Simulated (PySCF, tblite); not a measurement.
A set of runs on `C=CC[C@H]1CC[O+]([GaH3-])C1`; the geometry of each is named by its level. Settings lines and outputs come from a driver script.

Species: C₇H₁₅GaO.
Atom-mapped SMILES: `[CH2:1]=[CH:2][CH2:3][C@H:4]1[CH2:5][CH2:6][O+:7]([GaH3-:8])[CH2:9]1` (hydrogens: H10, H11 on C1; H12 on C2; H13, H14 on C3; H15 on C4; H16, H17 on C5; H18, H19 on C6; H20, H21, H22 on Ga8; H23, H24 on C9)

Step 1: GFN2-xTB geometry optimisation, gas phase (tblite 0.8.0) (from a force-field or distance-geometry start)
```json
{"job": {"kind": "relax", "xc": "GFN2-xTB", "basis": "xTB"}, "charge": 0, "multiplicity": 1}
```
```
step      E/eV     max force
  0    -757.43983    3.345
  1    -757.87257    2.460
  2    -758.06772    1.618
...
262    -758.79877    0.019
263    -758.79884    0.015
264    -758.79888    0.012
265    -758.79891    0.010
266    -758.79893    0.007
```

Energy lowered by 31.3 kcal/mol over 266 steps; largest atomic force 0.007 eV/Å at the end. «max force» is the largest atomic force in eV/Å.

The run took 4.5 s on one thread, Arm Neoverse N1 (aarch64), shared host with 64 logical CPUs at a one-minute load of 60.

Step 2: GFN2-xTB harmonic vibrations, gas phase (tblite 0.8.0) (on the GFN2-xTB geometry)
```json
{"job": {"kind": "ir", "xc": "GFN2-xTB", "basis": "xTB"}, "charge": 0, "multiplicity": 1}
```
```
(table of modes left out)
```

66 modes from 43 to 3128 cm⁻¹ (unscaled, harmonic); zero-point energy 121.9 kcal/mol; all wavenumbers are real at this level.

The run took 2.0 s on an Arm Neoverse N1 with one thread, shared host.

Step 3: PBE0-D3(BJ)/def2-SVP geometry optimisation, gas phase (PySCF 2.14.0) (from the GFN2-xTB geometry)
```json
{"job": {"xc": "PBE0", "basis": "def2-SVP", "d3": "d3bj", "grid": 1, "shake": 0.01, "kind": "geom"}, "charge": 0, "multiplicity": 1}
```
```
step   0  E = -2274.64369892  max force = 0.037763
step   1  E = -2274.65219745  max force = 0.005926
step   2  E = -2274.65280384  max force = 0.002700
step   3  E = -2274.65283063  max force = 0.003030
step   4  E = -2274.65307436  max force = 0.001235
step   5  E = -2274.65314837  max force = 0.000887
step   6  E = -2274.65322887  max force = 0.000825
step   7  E = -2274.65327824  max force = 0.001001
step   8  E = -2274.65331828  max force = 0.000824
step   9  E = -2274.65334370  max force = 0.000556
step  10  E = -2274.65334705  max force = 0.000268
optimisation converged
```

Final energy -2274.65335 Eh after 10 steps; dipole 4.92 D. Energies in Eh; «max force» is the largest Cartesian gradient component in Eh/bohr.

The run took 10 min on one thread, Arm Neoverse N1 (aarch64) (shared host), and the process peaked at 1.2 GiB of memory.

Step 4: TDDFT wB97X-D/def2-SVPD, vertical, gas phase, core orbitals frozen in the response (PySCF 2.14.0, density-fitted response routines) (on the PBE0-D3(BJ)/def2-SVP geometry)
```json
{"job": {"kind": "uv", "xc": "wB97X-D", "basis": "def2-SVPD", "ip": true}, "charge": 0, "multiplicity": 1}
```
```
...
Static polarisability (au): isotropic 117.632, principal 108.840 116.091 127.967
Singlet excitations
state   eV       nm        f      main configurations
  1   6.4853    191.2   0.00258   H->L+2 0.48, H->L 0.34
  2   6.6933    185.2   0.00167   H-1->L+2 0.48, H-1->L 0.36
  3   7.2591    170.8   0.13815   H-2->L 0.45, H->L+1 0.11, H-2->L+2 0.10
  4   7.3477    168.7   0.33514   H->L+1 0.65, H-2->L 0.09
  5   7.5264    164.7   0.18449   H-1->L+1 0.67
  6   7.6830    161.4   0.05339   H-2->L+4 0.32, H-2->L+1 0.27, H-2->L+3 0.12
  7   7.8086    158.8   0.00292   H->L 0.22, H->L+2 0.16, H-2->L 0.12
  8   7.8855    157.2   0.00442   H-4->L 0.25, H-1->L 0.15, H-4->L+2 0.09
  9   8.0143    154.7   0.00561   H-3->L 0.17, H-2->L+2 0.10, H-4->L 0.10
 10   8.0478    154.1   0.04778   H->L+6 0.28, H-1->L+7 0.12, H-2->L+2 0.08
Triplet excitations (Tamm-Dancoff, eV): 4.4598 6.1668 6.3334 7.1072
Vertical ionisation energy (delta-SCF) = 9.4841 eV
```

HOMO -9.24 eV, LUMO 1.64 eV; lowest singlet 6.49 eV; lowest triplet 4.46 eV (Tamm–Dancoff); mean polarisability 117.6 au.

Hardware: one thread, Arm Neoverse N1 (aarch64), on a shared host. Cost: 27 min wall, 1.6 GiB resident at most.

Geometry of the electronic-property runs (PBE0-D3(BJ)/def2-SVP):
```
atom  x, y, z in Å
C1     2.5314    1.4431   -0.0824
C2     1.7028    0.6485   -0.7622
C3     1.6700   -0.8442   -0.6574
C4     0.3472   -1.4032   -0.1089
C5    -0.0062   -0.8714    1.2960
C6    -1.4757   -0.4985    1.1989
O7    -1.6471   -0.1240   -0.1665
Ga8   -2.1139    1.8665   -0.7395
C9    -0.8844   -1.0336   -0.9555
H10    3.2793    1.0358    0.6063
H11    2.4959    2.5299   -0.1936
H12    0.9731    1.1132   -1.4374
H13    1.8432   -1.2887   -1.6538
H14    2.4965   -1.1894   -0.0146
H15    0.4361   -2.5002   -0.0837
H16    0.5875    0.0303    1.5095
H17    0.1874   -1.6059    2.0899
H18   -2.1431   -1.3508    1.4184
H19   -1.7700    0.3574    1.8199
H20   -1.3389    2.5857    0.4385
H21   -3.6886    1.8066   -0.6701
H22   -1.4103    1.7913   -2.1567
H23   -0.6507   -0.5304   -1.9032
H24   -1.5084   -1.9172   -1.1709
```

 (This holds for the electronic-property runs.)

One conformer stands for the species.

wB97X-D is run here without its empirical dispersion term; that term would change no orbital, density or response property at a fixed geometry.
